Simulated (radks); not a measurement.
Results of a calculation; reference values are marked as such.
The boron ion B+ inside a hard spherical wall (all orbitals vanish at R), configuration held at [He] 2s2 and not refilled when levels cross. Code: a radial shooting solver on a logarithmic mesh with Libxc functionals. Model: non-relativistic Kohn-Sham, PBE, spin-polarised, spherical densities, point nucleus. Eigenvalues in eV for spin up, with the zero of energy where the potential of the charges vanishes at infinity; a dash marks a level that is unbound or too diffuse for the functional's potential to be trusted. A positive occupied level is held by the wall or, in an anion where self-interaction has pushed it up, behind a barrier. The pressure on the wall is -dE/dV.

R (bohr) = free: E (hartree) -24.29343; kinetic (hartree) 24.214; e(1s) -193.57; e(2s) -19.505; e(2p, empty) -13.366; e(3s, empty) -; pressure (GPa) 0
R (bohr) = 15: E (hartree) -24.29343; kinetic (hartree) 24.214; e(1s) -193.57; e(2s) -19.505; e(2p, empty) -13.366; e(3s, empty) -; pressure (GPa) < 0.0001
R (bohr) = 10: E (hartree) -24.29343; kinetic (hartree) 24.214; e(1s) -193.57; e(2s) -19.505; e(2p, empty) -13.366; e(3s, empty) -4.183; pressure (GPa) < 0.0001
R (bohr) = 8: E (hartree) -24.29342; kinetic (hartree) 24.214; e(1s) -193.57; e(2s) -19.504; e(2p, empty) -13.364; e(3s, empty) -3.606; pressure (GPa) 0.000937
R (bohr) = 7: E (hartree) -24.29333; kinetic (hartree) 24.215; e(1s) -193.56; e(2s) -19.498; e(2p, empty) -13.354; e(3s, empty) -2.771; pressure (GPa) 0.0102
R (bohr) = 6: E (hartree) -24.29262; kinetic (hartree) 24.223; e(1s) -193.51; e(2s) -19.461; e(2p, empty) -13.296; e(3s, empty) -0.924; pressure (GPa) 0.108
R (bohr) = 4: E (hartree) -24.25280; kinetic (hartree) 24.474; e(1s) -191.99; e(2s) -18.258; e(2p, empty) -11.816; e(3s, empty) 14.011; pressure (GPa) 11.1
R (bohr) = 3: E (hartree) -24.03719; kinetic (hartree) 25.362; e(1s) -187.73; e(2s) -13.685; e(2p, empty) -7.096; e(3s, empty) 44.102; pressure (GPa) 122
R (bohr) = 2: E (hartree) -22.57767; kinetic (hartree) 29.437; e(1s) -174.35; e(2s) 10.953; e(2p, empty) 13.348; e(3s, empty) 153.43; pressure (GPa) 2040
